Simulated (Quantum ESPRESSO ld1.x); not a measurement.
Results of a calculation; reference values are marked as such.
Species: the selenium ion Se7+. Configuration: [Ar] 3d9. Level of theory: scalar-relativistic Kohn-Sham, LDA (Slater exchange, Perdew-Zunger correlation), spin-polarised, spherical densities, point nucleus; open shells are filled with parallel spins first (ld1.x of Quantum ESPRESSO 7.5).

Unscreened Slater integrals over Kohn-Sham orbitals (eV). They are taken over the spin-up orbitals. Empty in this configuration: 4p, 4s.

integral,value
"F0(4p,4p)",16.103
"F2(4p,4p)",8.5764
"F0(4p,4s)",16.712
"G1(4p,4s)",11.400
"F0(4p,3d)",20.512
"F2(4p,3d)",5.3256
"G1(4p,3d)",1.9085
"G3(4p,3d)",1.8190
"F0(4p,3p)",20.565
"F2(4p,3p)",5.2244
"G0(4p,3p)",1.4319
"G2(4p,3p)",1.7028
"F0(4s,4s)",17.417
"F0(4s,3d)",21.852
"G2(4s,3d)",2.2196
"F0(4s,3p)",21.914
"G1(4s,3p)",1.8955
"F0(3d,3d)",42.077
"F2(3d,3d)",20.298
"F4(3d,3d)",12.800
"F0(3d,3p)",42.038
"F2(3d,3p)",20.263
"G1(3d,3p)",24.406
"G3(3d,3p)",15.195
"F0(3p,3p)",42.431
"F2(3p,3p)",21.303

Derived for the open shells (J is the average intra-shell exchange parameter used in DFT+U). 3d: Racah B = F2/49 - 5 F4/441 = 0.2691 eV, C = 35 F4/441 = 1.016 eV, C/B = 3.77, F4/F2 = 0.631, J = (F2 + F4)/14 = 2.364 eV.
